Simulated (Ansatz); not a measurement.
Species, as SMILES: [BH2] (BH2), doublet.
Atoms: B1, H2, H3. Bonds: B1-H2, B1-H3.

Basis-set convergence of the lowest harmonic wavenumber at PBE0 with Ansatz (a first-principles code). Each level at its own minimum, finite differences of forces, unscaled; the reference is a large set that could be run, not a limit. Cartesian d functions, on some or all atoms, in 6-31G*, 6-31+G*; all else is spherical. The program fits the integrals of some runs and decomposes those of others, by size. Open shells are unrestricted. No added dispersion term, no relativity. Reference: the value in def2-QZVPPD, 979 cm⁻¹. Deviations are taken from unrounded values.

| basis | functions | lowest harmonic wavenumber (cm⁻¹) |
|---|---|---|
| 6-31G* | 19 | 1015 |
| 6-31+G* | 23 | 996 |
| cc-pVDZ | 24 | 975 |
| aug-cc-pVDZ | 41 | 966 |
| def2-SVP | 24 | 973 |
| def2-SVPD | 36 | 968 |
| pcseg-1 | 24 | 993 |
| aug-pcseg-1 | 41 | 994 |
| 6-311G** | 30 | 981 |
| 6-311+G** | 34 | 975 |
| def2-TZVP | 43 | 980 |
| def2-TZVPD | 55 | 978 |
| cc-pVTZ | 58 | 980 |
| aug-cc-pVTZ | 92 | 977 |
| pcseg-2 | 58 | 979 |
| aug-pcseg-2 | 92 | 978 |
| def2-TZVPP | 59 | 978 |
| def2-TZVPPD | 71 | 978 |
| def2-QZVPP | 117 | 979 |
| def2-QZVPPD | 129 | 979 |

What the diffuse functions change, pair by pair:
- 6-31G* to 6-31+G*: 4 more functions, deviation 36 to 16 cm⁻¹
- cc-pVDZ to aug-cc-pVDZ: 17 more functions, deviation -4 to -14 cm⁻¹
- def2-SVP to def2-SVPD: 12 more functions, deviation -6 to -12 cm⁻¹
- pcseg-1 to aug-pcseg-1: 17 more functions, deviation 14 to 15 cm⁻¹
- 6-311G** to 6-311+G**: 4 more functions, deviation 2 to -4 cm⁻¹
- def2-TZVP to def2-TZVPD: 12 more functions, deviation 1 to -1 cm⁻¹
- cc-pVTZ to aug-cc-pVTZ: 34 more functions, deviation 0 to -2 cm⁻¹
- pcseg-2 to aug-pcseg-2: 34 more functions, deviation 0 to -1 cm⁻¹
- def2-TZVPP to def2-TZVPPD: 12 more functions, deviation -1 to -1 cm⁻¹
- def2-QZVPP to def2-QZVPPD: 12 more functions, deviation 0 to 0 cm⁻¹

Leaving out the reference's own pair, they bring the value nearer the reference by more than 1 cm⁻¹ in 1 of 9 pairs.
